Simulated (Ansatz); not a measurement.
Ansatz (a quantum-chemistry and plane-wave program) input (CCSD(T)/def2-SVPD):

Ansatz 0.2 input:
```yaml
crystal:
  periodic: [false, false, false]
  atoms:
    - {symbol: Na, position_ang: [-0.00000000, -0.00000000, -0.91722285]}
    - {symbol: O, position_ang: [0.00000000, 0.00000000, 1.01503037]}
    - {symbol: H, position_ang: [0.00000000, 0.00000000, 1.96920848]}
basis:
  gaussian:
    orbitals: def2-SVPD
magnetization: {spin_polarized: false}
correlation: {method: ccsd_t, electrons: outside_noble_gas}
output: {forces: true}
```

End of the output:

```
integrals: 0.02 GiB planned
459 factors; integrals over basis functions are off by at most 1.2e-3 eV
mean field: 0.08 GiB planned
mean field evaluation 1: about -6450.1555 eV, gradient 4.7e1 eV
mean field evaluation 2: about -6450.1641 eV, gradient 4.7e1 eV
mean field evaluation 4: about -6454.3162 eV, gradient 1.4e0 eV
mean field evaluation 8: about -6454.3243 eV, gradient 6.8e-4 eV
mean field evaluation 16: about -6454.3243 eV, gradient 1.1e-6 eV
mean field -6454.32431474 eV, -237.1920436686 hartree, gradient 1.1e-6 eV, S^2 0.000000; 0 other end points of the search recorded, 0 dependent functions left out
6 core orbitals not correlated
reference -6454.32431474 eV, -237.1920436686 hartree; 4, 4 occupied and 39, 39 virtual orbitals, 459 factors
densities: 0.09 GiB planned
second order -6.14346489 eV of doubles, -0.00000000 eV of singles
coupled cluster: 0.08 GiB planned
cycle   1  -5.97722484 eV  change    1.7e-1 eV  update   8.5e-2
cycle   2  -6.13987656 eV  change   -1.6e-1 eV  update   2.8e-2
cycle   3  -6.19045354 eV  change   -5.1e-2 eV  update   1.5e-2
cycle   4  -6.19197034 eV  change   -1.5e-3 eV  update   4.4e-3
cycle   5  -6.18847649 eV  change    3.5e-3 eV  update   2.2e-3
cycle   6  -6.18841197 eV  change    6.5e-5 eV  update   8.6e-4
cycle   7  -6.18864886 eV  change   -2.4e-4 eV  update   3.5e-4
cycle   8  -6.18861583 eV  change    3.3e-5 eV  update   1.5e-4
cycle   9  -6.18857840 eV  change    3.7e-5 eV  update   4.5e-5
cycle  10  -6.18858568 eV  change   -7.3e-6 eV  update   1.4e-5
cycle  11  -6.18858075 eV  change    4.9e-6 eV  update   6.3e-6
perturbative correction -0.17268311 eV, -0.0063459874 hartree
the calculation of the forces begins
Total energy: -6460.68557860 eV, -237.4258158036 hartree
Atom 0 at    -0.000000    -0.000000    -0.917223 Å, force    -0.000000     0.000000    -0.649943 eV/Å
Atom 1 at     0.000000     0.000000     1.015030 Å, force    -0.000000     0.000000     0.416644 eV/Å
Atom 2 at     0.000000     0.000000     1.969208 Å, force    -0.000000    -0.000000     0.233299 eV/Å
Dipole moment:     0.000000     0.000000    -1.443372 e Å
```
